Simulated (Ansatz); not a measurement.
chlorotrifluoromethane (CClF$_{3}$), singlet, geometry from GFN2-xTB; CCSD(T)/STO-3G (Ansatz, a program for electronic structure).

Ansatz was given this input:
Ansatz 0.2 input:
```yaml
crystal:
  periodic: [false, false, false]
  atoms:
    - {symbol: F, position_ang: [-0.86134566, -0.63254016, -1.02874238]}
    - {symbol: C, position_ang: [-0.35035604, -0.00774362, 0.01889747]}
    - {symbol: F, position_ang: [-0.84407447, 1.21875581, 0.05006863]}
    - {symbol: F, position_ang: [-0.74576507, -0.64039210, 1.11088556]}
    - {symbol: Cl, position_ang: [1.42134135, 0.03141469, -0.07666418]}
basis:
  gaussian:
    orbitals: STO-3G
magnetization: {spin_polarized: false}
correlation: {method: ccsd_t, electrons: outside_noble_gas}
accuracy: high
```

**Question.** What does Ansatz print? Leave out banner, timings and long lists.

**Answer.** 
```
Functional definition: HF
575 factors; integrals over basis functions are off by at most 4.1e-8 eV
mean field evaluation 1: about -21384.0784 eV, gradient 4.4e1 eV
mean field evaluation 2: about -21384.2675 eV, gradient 4.5e1 eV
mean field evaluation 4: about -21390.8493 eV, gradient 1.9e0 eV
mean field evaluation 8: about -21390.8660 eV, gradient 3.0e-4 eV
mean field evaluation 16: about -21390.5495 eV, gradient 1.9e0 eV
mean field -21390.86603797 eV, -786.0998276456 hartree, gradient 4.2e-9 eV, S^2 0.000000; 0 other end points of the search recorded, 0 dependent functions left out
9 core orbitals not correlated
reference -21390.86603797 eV, -786.0998276456 hartree; 16, 16 occupied and 4, 4 virtual orbitals, 575 factors
second order -2.93137258 eV of doubles, -0.00000000 eV of singles
cycle   1  -3.31530719 eV  change   -3.8e-1 eV  update   7.0e-2
cycle   2  -3.53877568 eV  change   -2.2e-1 eV  update   2.0e-2
cycle   3  -3.57738528 eV  change   -3.9e-2 eV  update   8.7e-3
cycle   4  -3.57762694 eV  change   -2.4e-4 eV  update   1.6e-3
cycle   5  -3.57720792 eV  change    4.2e-4 eV  update   5.1e-4
cycle   6  -3.57722112 eV  change   -1.3e-5 eV  update   1.6e-4
cycle   7  -3.57716512 eV  change    5.6e-5 eV  update   3.7e-5
cycle   8  -3.57714879 eV  change    1.6e-5 eV  update   1.2e-5
cycle   9  -3.57715243 eV  change   -3.6e-6 eV  update   2.7e-6
cycle  10  -3.57715104 eV  change    1.4e-6 eV  update   6.4e-7
cycle  11  -3.57715109 eV  change   -4.2e-8 eV  update   2.0e-7
cycle  12  -3.57715107 eV  change    1.6e-8 eV  update   7.3e-8
cycle  13  -3.57715116 eV  change   -8.9e-8 eV  update   2.5e-8
cycle  14  -3.57715117 eV  change   -1.5e-8 eV  update   1.2e-8
cycle  15  -3.57715092 eV  change    2.5e-7 eV  update   8.7e-8
cycle  16  -3.57715088 eV  change    3.9e-8 eV  update   2.8e-8
cycle  17  -3.57715087 eV  change    1.1e-8 eV  update   1.0e-8
cycle  18  -3.57715088 eV  change   -2.8e-9 eV  update   2.4e-9
cycle  19  -3.57715088 eV  change  -8.3e-10 eV  update  6.9e-10
perturbative correction -0.14038526 eV, -0.0051590633 hartree
Total energy: -21394.58357411 eV, -786.2364445789 hartree
```
